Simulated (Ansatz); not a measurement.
```yaml
crystal:
  periodic: [true, true, true]
  atoms:
    - {symbol: O, position_ang: [0.936661, -0.562318, -0.197899]}
    - {symbol: C, position_ang: [0.550699, -0.799468, 1.174251]}
    - {symbol: O, position_ang: [-0.607854, -0.158405, 1.448494]}
    - {symbol: Al, position_ang: [-1.618689, 0.861570, 0.481171]}
    - {symbol: In, position_ang: [-0.310448, 0.882417, -1.794133]}
    - {symbol: H, position_ang: [1.768574, -1.004761, -0.388492]}
    - {symbol: H, position_ang: [1.360943, -0.433172, 1.820153]}
    - {symbol: H, position_ang: [0.435831, -1.884213, 1.307483]}
    - {symbol: H, position_ang: [-2.881399, 1.366361, 1.300536]}
    - {symbol: H, position_ang: [0.947627, 2.033876, -2.118268]}
    - {symbol: H, position_ang: [-0.581966, -0.301886, -3.033264]}
basis:
  gaussian: {orbitals: def2-mTZVP}
hamiltonian: {xc: {name: B3LYP5}, pseudopotentials: {relativity: scalar}}
```

```sh
$ ansatz run in.yaml --threads 4 --pin off --events-out ev --progress --plain --max-ram 10444MiB
```

Shortened log:

```
Error: YAML parse error: error: line 2 column 3: crystal: missing field `lattice` (a structure is typed as `lattice` and `atoms`, a molecule's as `atoms` in Å alone, or read from a run's directory, `checkpoint`)
 --> <input>:2:3
  |
1 | crystal:
2 |   periodic: [true, true, true]
  |   ^ crystal: missing field `lattice` (a structure is typed as `lattice` and `atoms`, a molecule's as `atoms` in Å alone, or read from a run's directory, `checkpoint`)
3 |   atoms:
4 |     - {symbol: O, position_ang: [0.936661, -0.562318, -0.197899]}
  |
```

In this input the molecule is marked periodic without a cell. The input was rejected before any iteration.
